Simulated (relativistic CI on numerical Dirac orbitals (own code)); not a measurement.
## V⁴⁺: L2,3 absorption edge

Computed with this model: Dirac-Coulomb-Breit CI, orbitals from a KLI potential per configuration, model QED (radiative potential, 1s self-energy scaled to tabulated hydrogen-like ionisation energies), valence Slater integrals scaled by 0.8, multiplet model of core-to-valence dipole absorption; configurations [Ar] 3d → [He] 2s2 2p5 3s2 3p6 3d2; 10 K; Lorentzian 0.4 eV and Gaussian 0.3 eV FWHM. Energies are those of the free ion, without screening or charge transfer. The branching ratio is the share of the lower-energy edge in the whole absorption, uncertain by about 0.02 where the edges overlap. S is read from ⟨S²⟩ = S(S + 1).

Field parameters in Wybourne normalisation: Td as Oh with Dq negative (B⁴₀ = 21Dq, B⁴₄ = √(5/14) B⁴₀). The field is a parameter set, without covalency.

Computed curve for Td, 10Dq = -7800 cm⁻¹, scaled to 100 at the maximum (points under 2 are left out and the grid is thinned):

Energy (eV), Intensity and a bar:
```
    518.4        2.3 
    518.8        4.1 #
    519.2        3.3 
    519.5        3.2 
    519.9        5.0 #
    520.3        7.2 ##
    520.7       11.7 ###
    521.0       11.9 ###
    521.4       15.5 ####
    521.8       23.6 #######
    522.2       18.8 #####
    522.5       27.1 ########
    522.9       59.6 ##################
    523.3       55.1 ################
    523.7       42.3 ############
    524.1       24.9 #######
    524.4       15.4 ####
    524.8       12.9 ###
    525.2        7.3 ##
    525.6       12.0 ###
    525.9       15.3 ####
    526.3       19.2 #####
    526.7       21.2 ######
    527.1       23.9 #######
    527.4       25.3 #######
    527.8       22.8 ######
    528.2       19.1 #####
    528.6       23.0 ######
    529.0       27.3 ########
    529.3       53.8 ################
    529.7      100.0 ##############################
    530.1       62.2 ##################
    530.5       49.5 ###############
    530.8       25.7 #######
    531.2       14.2 ####
    531.6        5.5 #
    532.0        2.9 
    532.3        2.2 
    533.4        3.3 
    533.8        2.4
```

The ground state has S = 0.50, and the centroid lies at 526.55 eV.
